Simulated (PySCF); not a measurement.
## Correlation energy of Sr²⁸⁺ (strontium, charge +28)

[Ne], closed-shell 1S. All numbers are calculated (PySCF 2.14, scalar relativity by spin-free X2C-1e, in an even-tempered Gaussian basis (20 s from 8.7 bohr⁻², ratio 2.2; 12 p from 11 bohr⁻², ratio 2.2; 6 d from 52 bohr⁻², ratio 2.4; 5 f from 77 bohr⁻², ratio 2.4; 4 g from 120 bohr⁻², ratio 2.4)). Frozen: nothing; 10 electrons correlated; the 15 highest virtual orbitals of each spin left out.

MP2 pair energies summed by pair of shells (mhartree):

```tsv
pair	energy	share (%)
2p-2p	-223.43	55.4
2s-2p	-73.73	18.3
1s-2p	-43.32	10.7
1s-1s	-41.19	10.2
2s-2s	-12.26	3.0
1s-2s	-9.36	2.3
```

Total MP2 correlation energy: -403.29 mhartree.

At this charge the one-electron X2C treatment keeps the bare 1/r₁₂, with no two-electron picture change or Breit term. That inflates the 1s pair energies well beyond their four-component values; and a scalar Hamiltonian misses the large spin-orbit splitting of the p shells, which matters for ns² → np² pairs.
